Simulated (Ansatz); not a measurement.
Hf4⁻, relaxed as a doublet with UKS r2SCAN-D4/def2-SVPD in Ansatz, starting from the GFN2-xTB geometry. Force threshold 0.02 eV/Å.

In the def2 sets Hf takes a core potential; there is no spin–orbit coupling. The charge -1 doublet is spin-contaminated (final ⟨S²⟩ up to 1.76, 0.75 for a pure state). The highest occupied level of the charge -1 doublet lies above zero (up to 0.28 eV). It is a level of β spin, whose loss leaves a triplet; that state wasn't run at this geometry and level. The electron is either unbound and held by the finite basis, or the level is raised by self-interaction error. The relaxation made no stability test and no search for a lower SCF solution. At r2SCAN-D4/def2-SVPD a quartet of charge -1 lies 0.05 eV below the doublet, each at its own geometry. The structure comes from a short search, and lower isomers may exist.

Start:

```xyz
4

Hf    0.438   -1.480    0.391
Hf   -1.371   -0.243   -1.552
Hf   -0.842    0.784    1.740
Hf    1.774    0.939   -0.579
```

```csv
step,energy (eV),largest force component (eV/Å),SCF passes
1,-5219.5624,2.201,408
2,-5220.8499,1.642,114
3,-5221.4188,0.721,148
4,-5221.4633,0.254,88
5,-5221.4733,0.037,71
6,-5221.4736,0.013,64
7,-5221.4736,0.002,55
```

Force components are those of the run's own axes.

End:

```xyz
4

Hf    0.4347   -1.5957    0.4282
Hf   -1.1127   -0.0829   -1.3215
Hf   -0.6754    0.7655    1.3962
Hf    1.3533    0.9131   -0.5028
```

By distances, no bond broke or formed. The bond that changes most is Hf3–Hf4, from 3.50 to 2.78 Å (atoms count from 1).

The force fell under the threshold at step 6, but the optimiser went on. No frequencies were taken in this run, so the end may be a saddle point.

It took 2.2 min on 4 threads of Arm Neoverse V2 on a shared host.
